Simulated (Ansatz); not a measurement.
Total energies of C₂H₄SSi (`[SiH3]C1=CS1`).

Cartesian coordinates in Å:
```
Si 0.248 1.149 -0.534
C -0.108 -0.450 0.288
C -0.318 -1.706 0.429
S -0.438 -1.014 2.072
H 0.411 0.912 -1.990
H -0.884 2.073 -0.279
H 1.492 1.711 0.047
H -0.402 -2.675 -0.034
```

The species carries charge 0 and has multiplicity 1. The structure was optimised at the PBE0-D4/def2-TZVP level. Basis def2-TZVPP, Ansatz 0.2.0.

RPA on PBE orbitals: Hartree–Fock energy of these orbitals -764.43314 Eh, correlation -1.03495 Eh (frozen core).

| functional | energy without D4 (Eh) | D4 term (kJ/mol) |
| --- | --- | --- |
| LDA (SPW92) | -762.98962 | – |
| PBE | -765.83248 | -18.2 |
| revPBE | -766.10718 | -53.4 |
| BLYP | -766.22106 | -40.1 |
| PBE0 | -765.89748 | -15.4 |
| r2SCANh | -766.14595 | -4.6 |
| r2SCAN0 | -766.13462 | -5.1 |
| HSE06 (plane-wave form) | -765.87900 | -14.4 |
| BHLYP | -766.20216 | -23.6 |
| CAM-B3LYP | -766.22409 | -15.7 |
| LC-ωPBE | -765.98640 | – |
| ωB97M-V | -766.17750 | – |
| B2PLYP | -765.93914 | – |
| PBE-QIDH | -765.71119 | – |

Question: Give the same for r2SCAN, B97M-V, B3LYP, ωB97X-V. (Estimate.)

Answer: Ansatz gave: 
```csv
functional,energy without D4 (Eh),D4 term (kJ/mol)
r2SCAN,-766.15416,-4.3
B97M-V,-766.08471,–
B3LYP,-766.29914,-29.7
ωB97X-V,-766.12537,–
```

B3LYP takes the VWN-RPA correlation (the form of Gaussian; ORCA's B3LYP/G). HSE06 is the plane-wave form, built on full-range PBE exchange. The double hybrids freeze the cores in their second-order part.

LC-ωPBE has ω = 0.4 bohr⁻¹.
